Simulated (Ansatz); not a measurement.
Consider the formal exchange of groups at the Sn–Cl bond: `C=[CH][SnH2][Cl]` + ethylene → `C=[CH][SnH2][CH]=C` + HCl.

Gas-phase electronic energies from Ansatz, PBE0-D4/def2-TZVP geometries. CCSD(T)/CBS adds triple-zeta CCSD(T) − MP2 to the extrapolated MP2 energy (def2 sets, frozen cores). This one scheme is used for every species. Functionals use def2-TZVPP. B3LYP here is the variant with VWN-RPA as its local correlation; programs differ in this. Elements past krypton have def2 core potentials. For Sn outer-core shells are correlated without core-valence functions, which leaves a few kJ/mol of doubt a bond. One conformer a species, not always the lowest.

```tsv
level	ΔE (kJ/mol)	difference from CCSD(T)/CBS
PBE-D4	112.8	0.5
r2SCAN-D4	120.0	7.7
PBE0-D4	116.0	3.7
B3LYP-D4	119.5	7.2
ωB97X-V	117.9	5.6
ωB97M-V	116.6	4.3
B2PLYP	119.1	6.8
PBE	116.6	4.3
r2SCAN	121.3	9.0
PBE0	119.4	7.1
B3LYP	125.4	13.1
HF/def2-TZVPP	139.3	27.0
MP2/def2-TZVPP	105.5	-6.8
SCS-MP2/def2-TZVPP	109.5	-2.8
CCSD/def2-TZVPP	109.1	-3.2
CCSD(T)/def2-TZVPP	105.5	-6.8
HF/def2-QZVPP	140.5	28.2
MP2/def2-QZVPP	109.8	-2.5
SCS-MP2/def2-QZVPP	113.9	1.6
HF/CBS(def2)	140.6	28.3
MP2/CBS(def2)	112.4	0.1
CCSD/CBS(def2)	116.0	3.7
CCSD(T)/CBS	112.3	0
```

Largest T1 diagnostic among the species: 0.013.

The D4 term adds −5.9 kJ/mol with B3LYP and −3.5 kJ/mol with PBE0; it sums over pairs of atoms, weighted by their polarisabilities, and B3LYP, whose exchange is more repulsive, gets the larger term. In def2-TZVPP, CCSD(T) changes the Hartree–Fock value by −33.8 kJ/mol (the triples alone add −3.6 kJ/mol) and MP2 by −33.8 kJ/mol.
